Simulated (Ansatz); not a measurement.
**From O to Te: the dipole moment**

One atom is swapped for its congeners: C3H8O `CCOC`; C3H8S `CCSC`; C3H8Se `CC[Se]C`; C3H8Te `CC[Te]C`. All are singlets with charge 0.

Shapes, held fixed at every level: PBE0-D4/def2-TZVP. Flexible molecules stand in one conformer, not always the lowest. Programs: Ansatz 0.2.0. Values in D.

```csv
level,C3H8O,C3H8S,C3H8Te
PBE-D4/def2-TZVPP,1.01,1.55,1.39
r2SCAN-D4/def2-TZVPP,1.06,1.65,1.49
B3LYP-D4/def2-TZVPP,1.12,1.56,1.37
wB97M-V/def2-TZVPP,1.13,1.56,1.36
```

**Question.** Estimate the column for C3H8Se from its neighbours.

**Answer.** The mean of the neighbours at wB97M-V/def2-TZVPP is 1.46 D, against 1.55 from the run: the member lies nearer S. All rows: PBE-D4/def2-TZVPP 1.53; r2SCAN-D4/def2-TZVPP 1.63; B3LYP-D4/def2-TZVPP 1.54; wB97M-V/def2-TZVPP 1.55 D. At wB97M-V/def2-TZVPP the dipole moment isn't monotonic: it is largest for S and smallest for O (1.56 and 1.13 D). Every level shows the same order. The two largest values are nearly level. For atoms past krypton def2 sets carry core potentials with scalar relativity. Relativity is left out for Se unless named.
